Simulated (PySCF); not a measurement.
ClLi, triplet, at a GFN2-xTB geometry (such geometries of metal compounds can be far from the true shape) (a higher spin typed on purpose: for a closed-shell molecule this is an excited state); PBE/STO-3G (PySCF).

Input for PySCF:
```python
from pyscf import gto, scf, dft

mol = gto.M(
    atom='''
Li   -0.00000000   -0.00000000   -2.11992297
Cl    0.00000000    0.00000000    0.37410405
''',
    basis='sto-3g',
    spin=2,
    verbose=4,
)

mf = dft.UKS(mol)
mf.xc = 'pbe'
mf.kernel()
```

**Question.** Predict the main parts of the log of this PySCF run.

**Answer.** 
```
PySCF version 2.14.0

[INPUT] verbose = 4
[INPUT] num. atoms = 2
[INPUT] num. electrons = 20
[INPUT] charge = 0
[INPUT] spin (= nelec alpha-beta = 2S) = 2
[INPUT] symmetry False subgroup None
[INPUT] Mole.unit = angstrom
[INPUT] Symbol           X                Y                Z      unit          X                Y                Z       unit  Magmom
[INPUT]  1 Li     0.000000000000   0.000000000000  -2.119922970000 AA    0.000000000000   0.000000000000  -4.006073818475 Bohr   0.0
[INPUT]  2 Cl     0.000000000000   0.000000000000   0.374104050000 AA    0.000000000000   0.000000000000   0.706954196591 Bohr   0.0

nuclear repulsion = 10.8210687135699
number of shells = 8
number of NR pGTOs = 42
number of NR cGTOs = 14
basis = sto-3g
ecp = {}

******** <class 'pyscf.dft.uks.UKS'> ********
method = UKS
initial guess = minao
damping factor = 0
level_shift factor = 0
DIIS = <class 'pyscf.scf.diis.CDIIS'>
diis_start_cycle = 1
diis_space = 8
diis_damp = 0
SCF conv_tol = 1e-09
SCF conv_tol_grad = None
SCF max_cycles = 50
direct_scf = True
direct_scf_tol = 1e-13
number electrons alpha = 11  beta = 9
XC library pyscf.dft.libxc version 7.1.2
    S. Lehtola, C. Steigemann, M. J. T. Oliveira, and M. A. L. Marques,  SoftwareX 7, 1–5 (2018)
XC functionals = pbe
    J. P. Perdew, K. Burke, and M. Ernzerhof,  Phys. Rev. Lett. 77, 3865 (1996)
    J. P. Perdew, K. Burke, and M. Ernzerhof,  Phys. Rev. Lett. 78, 1396 (1997)
    J. P. Perdew, K. Burke, and M. Ernzerhof,  Phys. Rev. Lett. 77, 3865 (1996)
    J. P. Perdew, K. Burke, and M. Ernzerhof,  Phys. Rev. Lett. 78, 1396 (1997)
radial grids:
    Treutler-Ahlrichs [JCP 102, 346 (1995); DOI:10.1063/1.469408] (M4) radial grids

becke partition: Becke, JCP 88, 2547 (1988); DOI:10.1063/1.454033
pruning grids: <function nwchem_prune>
grids dens level: 3
symmetrized grids: False
atomic radii adjust function: <function treutler_atomic_radii_adjust>
small_rho_cutoff = 0
Set gradient conv threshold to 3.16228e-05
tot grids = 32608
init E= -461.977092884666

cycle= 1 E= -462.268888828412  delta_E= -0.292  |g|= 0.0106  |ddm|= 1.38

cycle= 2 E= -462.269056712814  delta_E= -0.000168  |g|= 0.000753  |ddm|= 0.0367

cycle= 3 E= -462.269057593813  delta_E= -8.81e-07  |g|= 0.000213  |ddm|= 0.00343

cycle= 4 E= -462.269057684824  delta_E= -9.1e-08  |g|= 1.44e-05  |ddm|= 0.00106

cycle= 5 E= -462.269057685214  delta_E= -3.9e-10  |g|= 3.75e-07  |ddm|= 6.43e-05

Extra cycle  E= -462.269057685216  delta_E= -1.25e-12  |g|= 1.74e-07  |ddm|= 2.17e-05
converged SCF energy = -462.269057685216  <S^2> = 2.0001024  2S+1 = 3.0000683
```
